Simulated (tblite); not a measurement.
Parent: `[F:1][C@H:2]([SiH3:3])[SiH2:4][CH2:5][Cl:6]` with F1–C2–Si4–C5 63°, C2–Si4–C5–Cl6 179°, C2H8ClFSi2.

The geometries are computed with GFN2-xTB (gas phase). One conformer each, not checked by frequencies here.

| coordinate of the parent | value |
| --- | --- |
| F1–C2 | 1.404 Å |
| C2–Si3 | 1.921 Å |
| C2–Si4 | 1.919 Å |
| Si4–C5 | 1.908 Å |
| C5–Cl6 | 1.785 Å |
| F1–C2–Si3 | 107.4° |
| F1–C2–Si4 | 107.0° |
| Si3–C2–Si4 | 118.9° |
| C2–Si4–C5 | 107.1° |
| Si4–C5–Cl6 | 108.7° |

Q: How does the shared frame change in `[CH2:1]=[CH:2][SiH2:3][C@@H:4]([F:5])[SiH2:6][CH2:7][Cl:8]` with C1–C2–Si3–C4 3°, C2–Si3–C4–F5 176°, Si3–C4–Si6–C7 -131°, C4–Si6–C7–Cl8 -179°, C4H10ClFSi2? Atoms pair as F1 = F5, C2 = C4, Si3 = Si3, Si4 = Si6, C5 = C7, Cl6 = Cl8 (parent first).

A: 
| parent | relative | value in the relative | change |
| --- | --- | --- | --- |
| F1–C2 | F5–C4 | 1.407 Å | +0.003 |
| C2–Si3 | C4–Si3 | 1.922 Å | +0.001 |
| C2–Si4 | C4–Si6 | 1.924 Å | +0.005 |
| Si4–C5 | Si6–C7 | 1.907 Å | -0.001 |
| C5–Cl6 | C7–Cl8 | 1.784 Å | -0.001 |
| F1–C2–Si3 | F5–C4–Si3 | 105.9° | -1.5 |
| F1–C2–Si4 | F5–C4–Si6 | 108.1° | +1.1 |
| Si3–C2–Si4 | Si3–C4–Si6 | 118.1° | -0.8 |
| C2–Si4–C5 | C4–Si6–C7 | 106.6° | -0.5 |
| Si4–C5–Cl6 | Si6–C7–Cl8 | 108.9° | +0.2 |

Of the parent's bonds, C2–Si4 changes most (+0.005 Å). Bonds of the relative outside the shared frame: C1=C2 1.324, C2–Si3 1.881 Å. Point group C1 → C1.

Q: How does the shared frame change in `[F:1][CH:2]([SiH2:3][CH2:4][Cl:5])[SiH2:6][CH2:7][Cl:8]` with F1–C2–Si3–C4 -76°, C2–Si3–C4–Cl5 -71°, F1–C2–Si6–C7 -65°, C2–Si6–C7–Cl8 -178°, C3H9Cl2FSi2? Atoms pair as F1 = F1, C2 = C2, Si3 = Si3, Si4 = Si6, C5 = C7, Cl6 = Cl8 (parent first).

A: 
```tsv
parent	relative	value in the relative	change
F1–C2	F1–C2	1.406 Å	+0.002
C2–Si3	C2–Si3	1.914 Å	-0.007
C2–Si4	C2–Si6	1.926 Å	+0.007
Si4–C5	Si6–C7	1.912 Å	+0.004
C5–Cl6	C7–Cl8	1.785 Å	0.000
F1–C2–Si3	F1–C2–Si3	107.0°	-0.4
F1–C2–Si4	F1–C2–Si6	106.4°	-0.6
Si3–C2–Si4	Si3–C2–Si6	119.6°	+0.7
C2–Si4–C5	C2–Si6–C7	105.0°	-2.1
Si4–C5–Cl6	Si6–C7–Cl8	108.7°	0.0
```

Of the parent's bonds, C2–Si3 and C2–Si4 change most and about equally (-0.007 to +0.007 Å). Bonds of the relative outside the shared frame: Si3–C4 1.909, C4–Cl5 1.785 Å. Point group C1 → C1.
